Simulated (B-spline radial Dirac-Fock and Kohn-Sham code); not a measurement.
## Relativistic shifts of the levels of Cd¹⁷⁺

System: the Cd¹⁷⁺ ion in the configuration [Ar] 3d10 4s2 4p1.

Both columns are ΔSCF binding energies of the configuration average from a radial finite-basis atomic code: non-relativistic Hartree-Fock with a point nucleus, and Dirac-Fock with a finite nucleus and the Coulomb interaction alone, averaged over the two j levels with weights 2j+1.

| shell | Hartree-Fock (eV) | Dirac-Fock (eV) | shift (eV) | shift (%) |
| --- | --- | --- | --- | --- |
| 1s | 26399.9 | 27271.0 | +871.09 | +3.30 |
| 2s | 4288.0 | 4501.1 | +213.04 | +4.97 |
| 2p | 4015.3 | 4077.1 | +61.80 | +1.54 |
| 3s | 1173.1 | 1219.0 | +45.90 | +3.91 |
| 3p | 1060.6 | 1075.4 | +14.75 | +1.39 |
| 3d | 857.6 | 852.6 | -4.97 | -0.58 |
| 4s | 474.6 | 486.8 | +12.12 | +2.55 |
| 4p | 439.6 | 443.7 | +4.12 | +0.94 |

Relativity binds 1s, 2s, 2p, 3s, 3p, 4s, 4p more strongly, among those listed most of all 2s in relative terms, and 3d more weakly, because the contracted s and p shells screen the nucleus better.

Values without a named source are computed, but for edge energies of neutral atoms, which are taken from tables.
